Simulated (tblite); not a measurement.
A geometry optimisation, step by step.

Species: C₄H₇NSi.
SMILES with atom numbers: `[NH2:1][C:2]1=[CH:3][CH:4]=[CH:5][SiH2:6]1` (hydrogens: H7, H8 on N1; H9 on C3; H10 on C4; H11 on C5; H12, H13 on Si6)

Computed with GFN2-xTB (tblite), gas phase: L-BFGS steps from a force-field or distance-geometry start until the largest atomic force falls under 0.01 eV/Å. 8 of its 63 geometries are shown.

Step 0: E = -454.6669 eV, largest atomic force 1.440 eV/Å
```
atom  x, y, z in Å  |  force x, y, z in eV/Å
N1      2.088   -0.035   -0.649   -0.186   0.163   0.142
C2      0.759   -0.114   -0.317    0.330   1.172   0.769
C3     -0.126   -1.071   -0.636   -0.576  -0.334  -0.204
C4     -1.486   -0.888   -0.133    0.355   0.135   0.197
C5     -1.691    0.195    0.640    0.099   0.246   0.029
Si6    -0.131    1.216    0.808    0.275  -0.595  -0.234
H7      2.497   -0.747   -1.234    0.076   0.135   0.071
H8      2.656    0.746   -0.324   -0.434  -0.656  -0.305
H9      0.109   -1.927   -1.255   -0.012   0.000   0.025
H10    -2.261   -1.621   -0.348    0.252   0.144  -0.045
H11    -2.618    0.493    1.099   -0.231  -0.340  -0.139
H12    -0.209    2.531    0.129    0.140  -0.201   0.229
H13     0.411    1.222    2.203   -0.088   0.130  -0.534
```

Step 9: E = -454.7760 eV, largest atomic force 0.107 eV/Å
```
atom  x, y, z in Å  |  force x, y, z in eV/Å
N1      2.070   -0.044   -0.650   -0.087  -0.011   0.030
C2      0.760   -0.087   -0.281   -0.053   0.032   0.015
C3     -0.129   -1.048   -0.627    0.065   0.037  -0.010
C4     -1.464   -0.869   -0.114    0.009  -0.089  -0.044
C5     -1.714    0.212    0.648    0.006  -0.033  -0.021
Si6    -0.141    1.200    0.803    0.041   0.073   0.044
H7      2.471   -0.760   -1.234   -0.041   0.076   0.061
H8      2.643    0.718   -0.342    0.046  -0.074  -0.062
H9      0.114   -1.901   -1.245   -0.003   0.001   0.006
H10    -2.217   -1.605   -0.356   -0.054  -0.055  -0.020
H11    -2.686    0.409    1.068    0.010   0.013  -0.001
H12    -0.153    2.519    0.165    0.032   0.010   0.002
H13     0.443    1.258    2.146    0.029   0.019   0.001
```

Step 18: E = -454.7801 eV, largest atomic force 0.021 eV/Å
```
atom  x, y, z in Å  |  force x, y, z in eV/Å
N1      2.061   -0.044   -0.641   -0.005  -0.015   0.006
C2      0.751   -0.078   -0.277    0.000  -0.005  -0.001
C3     -0.128   -1.045   -0.628    0.011   0.000  -0.001
C4     -1.465   -0.877   -0.118    0.014  -0.005  -0.009
C5     -1.715    0.204    0.645   -0.002  -0.007  -0.006
Si6    -0.147    1.205    0.810    0.006   0.016   0.000
H7      2.448   -0.762   -1.228    0.002   0.003  -0.003
H8      2.653    0.711   -0.352   -0.010  -0.012  -0.014
H9      0.125   -1.896   -1.245    0.001   0.011   0.005
H10    -2.218   -1.616   -0.362    0.003   0.003   0.000
H11    -2.687    0.403    1.063   -0.009   0.005   0.007
H12    -0.138    2.525    0.171   -0.007   0.003   0.002
H13     0.455    1.271    2.145   -0.003   0.001   0.012
```

Step 27: E = -454.7819 eV, largest atomic force 0.122 eV/Å
```
atom  x, y, z in Å  |  force x, y, z in eV/Å
N1      2.075   -0.091   -0.601    0.063   0.016   0.090
C2      0.754   -0.075   -0.267    0.048  -0.035  -0.024
C3     -0.124   -1.039   -0.625    0.053   0.021  -0.023
C4     -1.462   -0.874   -0.121    0.029  -0.031  -0.041
C5     -1.712    0.208    0.640   -0.021  -0.051  -0.008
Si6    -0.148    1.213    0.818    0.068   0.003  -0.049
H7      2.426   -0.775   -1.253   -0.066   0.094   0.041
H8      2.647    0.707   -0.400    0.027   0.016  -0.062
H9      0.149   -1.883   -1.246   -0.085   0.006   0.040
H10    -2.205   -1.619   -0.372   -0.062   0.016   0.025
H11    -2.681    0.402    1.062   -0.069   0.018   0.016
H12    -0.158    2.540    0.185    0.015  -0.065   0.013
H13     0.436    1.285    2.162    0.000  -0.008  -0.020
```

Step 35: E = -454.7937 eV, largest atomic force 0.066 eV/Å
```
atom  x, y, z in Å  |  force x, y, z in eV/Å
N1      2.111   -0.127   -0.534    0.006   0.011  -0.001
C2      0.770   -0.080   -0.255   -0.018  -0.010   0.018
C3     -0.115   -1.032   -0.626   -0.016  -0.010   0.013
C4     -1.458   -0.869   -0.129   -0.040   0.010   0.036
C5     -1.713    0.206    0.638    0.019   0.047   0.010
Si6    -0.144    1.207    0.820    0.037   0.009   0.034
H7      2.403   -0.756   -1.268    0.008  -0.001  -0.001
H8      2.645    0.722   -0.465   -0.057   0.033  -0.005
H9      0.139   -1.883   -1.242    0.030  -0.015  -0.011
H10    -2.208   -1.608   -0.374   -0.014  -0.037  -0.048
H11    -2.685    0.403    1.057    0.005  -0.007  -0.020
H12    -0.168    2.531    0.190    0.027  -0.021  -0.024
H13     0.419    1.288    2.169    0.013  -0.010   0.000
```

Step 44: E = -454.7978 eV, largest atomic force 0.028 eV/Å
```
atom  x, y, z in Å  |  force x, y, z in eV/Å
N1      2.109   -0.120   -0.524    0.001   0.005  -0.007
C2      0.766   -0.092   -0.243   -0.003  -0.001   0.006
C3     -0.117   -1.043   -0.617    0.003  -0.009  -0.002
C4     -1.462   -0.871   -0.127   -0.006   0.004   0.005
C5     -1.713    0.207    0.638    0.006   0.012   0.009
Si6    -0.136    1.197    0.830    0.000   0.015   0.012
H7      2.409   -0.738   -1.263    0.007  -0.002  -0.007
H8      2.604    0.754   -0.477    0.008   0.009  -0.008
H9      0.138   -1.891   -1.238    0.010  -0.025  -0.006
H10    -2.216   -1.602   -0.389   -0.013  -0.005  -0.004
H11    -2.687    0.412    1.047   -0.006   0.002  -0.006
H12    -0.137    2.508    0.170    0.007  -0.007   0.018
H13     0.438    1.278    2.175   -0.014   0.003  -0.010
```

Step 53: E = -454.7982 eV, largest atomic force 0.021 eV/Å
```
atom  x, y, z in Å  |  force x, y, z in eV/Å
N1      2.109   -0.117   -0.527    0.000  -0.002  -0.002
C2      0.767   -0.096   -0.243    0.001   0.009   0.006
C3     -0.116   -1.049   -0.613    0.003   0.006   0.005
C4     -1.462   -0.872   -0.127   -0.004  -0.001   0.000
C5     -1.712    0.208    0.636    0.006   0.008  -0.001
Si6    -0.135    1.194    0.833    0.003   0.020   0.005
H7      2.409   -0.736   -1.267    0.001  -0.009  -0.007
H8      2.599    0.760   -0.489    0.005   0.011   0.000
H9      0.141   -1.899   -1.230   -0.004  -0.001   0.004
H10    -2.218   -1.599   -0.391   -0.006  -0.016  -0.002
H11    -2.688    0.416    1.040   -0.002   0.001  -0.005
H12    -0.128    2.510    0.180    0.002  -0.013   0.005
H13     0.430    1.279    2.181   -0.005  -0.013  -0.009
```

Step 62: E = -454.7985 eV, largest atomic force 0.009 eV/Å
```
atom  x, y, z in Å  |  force x, y, z in eV/Å
N1      2.109   -0.114   -0.533    0.001  -0.001   0.003
C2      0.768   -0.093   -0.242   -0.002   0.004  -0.006
C3     -0.113   -1.050   -0.606    0.002  -0.002  -0.001
C4     -1.461   -0.873   -0.124    0.001  -0.001   0.002
C5     -1.715    0.212    0.630    0.004   0.004  -0.002
Si6    -0.135    1.195    0.833    0.003   0.007   0.001
H7      2.406   -0.736   -1.271   -0.001  -0.001   0.002
H8      2.598    0.765   -0.502   -0.004   0.001   0.001
H9      0.144   -1.904   -1.218    0.002  -0.002  -0.004
H10    -2.215   -1.603   -0.389   -0.006   0.001   0.006
H11    -2.692    0.424    1.030    0.000  -0.005  -0.004
H12    -0.119    2.514    0.189    0.000  -0.001   0.003
H13     0.422    1.264    2.185    0.001  -0.003  -0.002
```

**Question.** Summarise the path.

**Answer.** The energy falls by 12.70 kJ/mol from step 0 to step 62; nine tenths of that is first reached at step 28. It rises by more than 0.2 meV at step 29. The largest force goes from 1.440 to 0.009 eV/Å. Among the bonds C2–Si6 changes most, from 1.956 to 1.906 Å; the atoms move by 0.093 Å rms after alignment.

**Question.** Follow the three bonds and two angles with the largest change from start to end.

**Answer.** 
```
step  E above end (kJ/mol)  largest force (eV/Å)  C2–Si6 (Å)  Si6–H13 (Å)  C3–C4 (Å)  Si6–C5–H11 (°)  H7–N1–H8 (°)
   0                 12.70                 1.440       1.956        1.497      1.461           121.9         120.0
   3                  4.83                 0.345       1.895        1.468      1.450           125.1         117.5
   5                  3.63                 0.176       1.902        1.459      1.443           126.5         117.5
   8                  2.41                 0.170       1.910        1.464      1.439           128.8         119.1
  11                  1.96                 0.081       1.908        1.465      1.442           129.1         118.9
  13                  1.83                 0.050       1.908        1.467      1.441           128.9         118.2
  16                  1.79                 0.033       1.908        1.467      1.440           128.8         118.3
  19                  1.76                 0.015       1.906        1.466      1.441           128.6         118.7
  22                  1.75                 0.024       1.907        1.467      1.440           128.5         118.6
  24                  1.73                 0.047       1.908        1.467      1.439           128.4         118.6
  27                  1.59                 0.122       1.911        1.466      1.439           128.4         118.1
  30                  1.02                 0.246       1.906        1.461      1.445           129.1         116.3
  32                  0.67                 0.072       1.908        1.463      1.442           128.8         115.8
  35                  0.46                 0.066       1.909        1.464      1.441           128.4         115.0
  38                  0.25                 0.107       1.910        1.462      1.442           128.5         115.1
  40                  0.11                 0.055       1.907        1.463      1.443           128.7         115.0
  43                  0.08                 0.022       1.905        1.465      1.442           128.6         114.8
  46                  0.05                 0.017       1.905        1.463      1.443           128.5         114.8
  49                  0.04                 0.017       1.906        1.463      1.443           128.6         114.7
  51                  0.03                 0.016       1.906        1.464      1.443           128.6         114.7
  54                  0.02                 0.016       1.906        1.464      1.443           128.5         114.7
  57                  0.02                 0.014       1.906        1.464      1.443           128.6         114.8
  59                  0.01                 0.028       1.906        1.464      1.443           128.5         114.8
  62                  0.00                 0.009       1.906        1.464      1.443           128.5         114.7
```

The cost below is that of the whole relaxation. Time: 0.33 s. Hardware: one thread, Arm Neoverse V1 (aarch64), no GPU, shared host.
